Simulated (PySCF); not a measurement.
Molfile (atoms numbered from 1):
```
C9H7NSi
     RDKit          3D

 18 19  0  0  0  0  0  0  0  0999 V2000
   -3.0564    2.7158   -1.1882 N   0  0  0  0  0  0  0  0  0  0  0  0
   -2.5865    1.9334   -0.4722 C   0  0  0  0  0  0  0  0  0  0  0  0
   -1.8132    0.6868    0.6748 Si  0  0  1  0  0  4  0  0  0  0  0  0
   -2.2202   -1.0673    0.1961 C   0  0  0  0  0  0  0  0  0  0  0  0
   -1.0638   -1.6685   -0.1567 C   0  0  0  0  0  0  0  0  0  0  0  0
    0.1761   -0.8687   -0.1088 C   0  0  0  0  0  0  0  0  0  0  0  0
    1.4426   -1.3380   -0.4554 C   0  0  0  0  0  0  0  0  0  0  0  0
    2.5401   -0.4772   -0.3808 C   0  0  0  0  0  0  0  0  0  0  0  0
    2.3777    0.8425    0.0365 C   0  0  0  0  0  0  0  0  0  0  0  0
    1.1096    1.3187    0.3880 C   0  0  0  0  0  0  0  0  0  0  0  0
    0.0106    0.4709    0.3185 C   0  0  0  0  0  0  0  0  0  0  0  0
   -2.1795    1.1134    2.0531 H   0  0  0  0  0  0  0  0  0  0  0  0
   -3.1793   -1.5873    0.1813 H   0  0  0  0  0  0  0  0  0  0  0  0
   -1.0079   -2.7146   -0.4793 H   0  0  0  0  0  0  0  0  0  0  0  0
    1.5736   -2.3716   -0.7864 H   0  0  0  0  0  0  0  0  0  0  0  0
    3.5332   -0.8417   -0.6542 H   0  0  0  0  0  0  0  0  0  0  0  0
    3.2425    1.5080    0.0876 H   0  0  0  0  0  0  0  0  0  0  0  0
    0.9924    2.3568    0.7100 H   0  0  0  0  0  0  0  0  0  0  0  0
  1  2  3  0
  2  3  1  0
  3  4  1  0
  4  5  2  0
  5  6  1  0
  6  7  2  0
  7  8  1  0
  8  9  2  0
  9 10  1  0
 10 11  2  0
 11  3  1  0
 11  6  1  0
  3 12  1  1
  4 13  1  0
  5 14  1  0
  7 15  1  0
  8 16  1  0
  9 17  1  0
 10 18  1  0
M  END
```

Geometry: PBE0-D3(BJ)/def2-SVP; GIAO shifts from PySCF, gas phase, non-relativistic, averaged over equivalent atoms.

At PBE0/pcSseg-1 (229 basis functions, 61 s wall time on 1 thread of an Arm Neoverse V2, shared host):
```json
{"atoms": "N1", "δ (ppm)": "372.2"}
{"atoms": "C5", "δ (ppm)": "165.4"}
{"atoms": "C6", "δ (ppm)": "155.2"}
{"atoms": "C10", "δ (ppm)": "139.8"}
{"atoms": "C8", "δ (ppm)": "137.7"}
{"atoms": "C9", "δ (ppm)": "134.8"}
{"atoms": "C11", "δ (ppm)": "133.1"}
{"atoms": "C7", "δ (ppm)": "131.0"}
{"atoms": "C4", "δ (ppm)": "128.3"}
{"atoms": "C2", "δ (ppm)": "124.3"}
{"atoms": "Si3", "δ (ppm)": "-47.6"}
{"atoms": "H18", "δ (ppm)": "7.85"}
{"atoms": "H14", "δ (ppm)": "7.61"}
{"atoms": "H16", "δ (ppm)": "7.57"}
{"atoms": "H17", "δ (ppm)": "7.46"}
{"atoms": "H15", "δ (ppm)": "7.44"}
{"atoms": "H13", "δ (ppm)": "6.27"}
{"atoms": "H12", "δ (ppm)": "5.04"}
```

Shifts are taken against calculated references (same method and geometry level): NH3 for ¹⁵N (265.67 ppm); TMS for ¹³C (184.41 ppm) and ²⁹Si (351.99 ppm) and ¹H (31.27 ppm).

**Question.** What do these become at KT2/pcSseg-2?

**Answer.** 
```csv
atoms,δ at KT2/pcSseg-2,change
N1,342.9,-29.3
C5,158.1,-7.3
C6,150.3,-4.9
C10,132.9,-6.9
C8,130.6,-7.1
C9,128.1,-6.7
C11,127.9,-5.2
C7,124.3,-6.7
C4,120.5,-7.8
C2,113.6,-10.7
Si3,-55.2,-7.6
H18,7.69,-0.16
H14,7.62,+0.01
H16,7.36,-0.21
H17,7.27,-0.19
H15,7.24,-0.20
H13,6.04,-0.23
H12,5.19,+0.15
```

Shifts are taken against calculated references (same method and geometry level): ¹⁵N (σ = 260.12 ppm) against NH3; ¹³C (σ = 182.28 ppm), ²⁹Si (σ = 350.99 ppm), ¹H (σ = 31.18 ppm) vs TMS.

The largest change is at N1 (nitrile nitrogen). Cost: 501 basis functions, 3.5 min wall time on 1 thread of an Arm Neoverse V2, shared host. The order of the carbon signals is the same at both levels.

Experimental scales use liquid or dissolved standards, which lie at an offset from isolated NH3 (liquid NH3: subtract about 20 ppm). Unscaled 15N shifts of sp2 nitrogen come out 20 to 40 ppm too high even then.
